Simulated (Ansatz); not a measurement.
System: SiH2SF, charge 0, doublet. SiH2SF (SMILES F[SiH2][S], doublet).
B3LYP-D3(BJ)/def2-TZVP minimum from Ansatz (an electronic-structure program):
```xyz
5

S     -1.2772     0.0840    -0.7395
Si     0.3093     0.0315     0.6484
F      1.7436    -0.2279    -0.0157
H      0.0492    -1.0830     1.5822
H      0.3646     1.3489     1.3137
```
Charge 0, spin multiplicity 2.

Total energies in hartree (Ansatz). UHF or UKS for unpaired electrons; spin-orbit terms are left out. Cores are frozen in correlated methods. No relativity. For partners of very few electrons the exact lower level stands in for a higher one.

```tsv
species	HF/cc-pV(T+d)Z	CCSD(T)/cc-pV(T+d)Z	HF/cc-pV(Q+d)Z	CCSD(T)/cc-pV(Q+d)Z	CCSD(T)/cc-pV(D+d)Z	CCSDT(Q)/cc-pV(D+d)Z
1: SiH2SF (SMILES F[SiH2][S], doublet)	-787.21381	-787.78119	-787.23108	-787.84440	-787.57573	-787.57759
2: S (triplet)	-397.50938	-397.65444	-397.51264	-397.66785	-397.60412	-397.60456
3: Si (triplet)	-288.85649	-288.93344	-288.85845	-288.93781	-288.91643	-288.91690
4: F (doublet)	-99.40552	-99.62036	-99.41377	-99.65026	-99.52757	-99.52776
5: H (doublet)	-0.49981	-0.49981	-0.49995	-0.49995	-0.49928	-0.49928
```

Work out the atomisation energy (electronic, to ground-state atoms) in kcal/mol: take Hartree-Fock from cc-pV(Q+d)Z, extrapolate the CCSD(T) correlation energy as X^-3 (X = 3, 4), and add CCSDT(Q) - CCSD(T) in cc-pV(D+d)Z. 1 hartree = 627.51 kcal/mol.


Species 1: correlation (64·(-0.61332) - 27·(-0.56738))/37 = -0.64684; step -0.00186; E1 = -787.23108 + (-0.64684) + (-0.00186) = -787.87978
Species 2: correlation (64·(-0.15521) - 27·(-0.14506))/37 = -0.16262; step -0.00044; E2 = -397.51264 + (-0.16262) + (-0.00044) = -397.67570
Species 3: correlation (64·(-0.07936) - 27·(-0.07695))/37 = -0.08112; step -0.00047; E3 = -288.85845 + (-0.08112) + (-0.00047) = -288.94004
Species 4: correlation (64·(-0.23649) - 27·(-0.21484))/37 = -0.25229; step -0.00019; E4 = -99.41377 + (-0.25229) + (-0.00019) = -99.66625
Species 5: correlation (64·(0.00000) - 27·(0.00000))/37 = 0.00000; step +0.00000; E5 = -0.49995 + (0.00000) + (+0.00000) = -0.49995
-1·E1 +1·E2 +1·E3 +1·E4 +2·E5 = 0.59789 hartree = 375.2 kcal/mol.
